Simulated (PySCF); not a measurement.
**Correlation energy of Mn³⁺ (manganese, charge +3)**

[Ar] 3d4, high-spin 5D determinant. Calculation: PySCF 2.14, in aug-cc-pVTZ; no relativity, point nucleus. Frozen: [Ar]; 4 electrons correlated.

```
  level  correlation energy (mhartree)
   CCSD                         -42.91
    (T)                          -0.20
CCSD(T)                         -43.11
```

Diagnostics: T1 = 0.0021, D1 = 0.0030, largest double amplitude 0.012.

Cost of the coupled-cluster step: roughly 10 core-seconds, for 4 correlated electrons.

Iterations:

```
CC2 = 0
CCSD nocc = (np.int64(4), np.int64(0)), nmo = (84, 84)
frozen orbitals [[0, 1, 2, 3, 4, 5, 6, 7, 8], [0, 1, 2, 3, 4, 5, 6, 7, 8]]
max_cycle = 100
direct = 0
conv_tol = 1e-08
conv_tol_normt = 1e-06
diis_space = 8
diis_start_cycle = 0
Init t2, MP2 energy = -0.0388045309273429
Init E_corr(UCCSD) = -0.0388045309276972
cycle = 1  E_corr(UCCSD) = -0.0424142252764677  dE = -0.00360969435  norm(t1,t2) = 0.00887265
cycle = 2  E_corr(UCCSD) = -0.0428218751065366  dE = -0.00040764983  norm(t1,t2) = 0.00223117
cycle = 3  E_corr(UCCSD) = -0.0429185173753725  dE = -9.66422688e-05  norm(t1,t2) = 0.000847716
cycle = 4  E_corr(UCCSD) = -0.0429078266209994  dE = 1.06907544e-05  norm(t1,t2) = 0.000188705
cycle = 5  E_corr(UCCSD) = -0.0429104921806927  dE = -2.66555969e-06  norm(t1,t2) = 2.4944e-05
cycle = 6  E_corr(UCCSD) = -0.0429104333436933  dE = 5.88369994e-08  norm(t1,t2) = 3.0035e-06
cycle = 7  E_corr(UCCSD) = -0.0429104304860232  dE = 2.85767013e-09  norm(t1,t2) = 6.36531e-07
UCCSD converged
E(UCCSD) = -1147.954567244678  E_corr = -0.04291043048602316
UCCSD(T) correction = -0.000204742234240817
```
